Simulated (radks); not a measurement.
Q: The mean radii <r> (bohr) of the occupied orbitals of an atom or ion are listed with their occupations. Calculated with a radial shooting solver on a logarithmic mesh with Libxc functionals: scalar-relativistic Kohn-Sham, r2SCAN, spin-unpolarised, spherical densities, finite nucleus; meta-GGA in the generalised Kohn-Sham scheme; Fermi nuclear charge, rms radius of each element as measured or else 0.836 A^(1/3) + 0.57 fm.

orbital  occ.      <r>
1s          2  0.01867
2s          2  0.07894
2p          6  0.07057
3s          2   0.2046
3p          6   0.2047
3d         10   0.1857
4s          2   0.4589
4p          6   0.4876
4d         10   0.5232
5s          2    1.093
5p          6    1.260
4f         14   0.6338
5d          1    1.715

Name the element and its charge.

A: Z = 73, tantalum, charge +4: Ta4+ in [Xe] 4f14 5d1. The 1s radius gives Z: for a bare nucleus <r> = (2 gamma + 1)/(2Z) with gamma = sqrt(1 - (Z/c)^2), 0.01844 bohr for Z = 73, and screening makes it slightly larger (0.01867 here). The occupations add up to 69, and the charge is Z minus that.
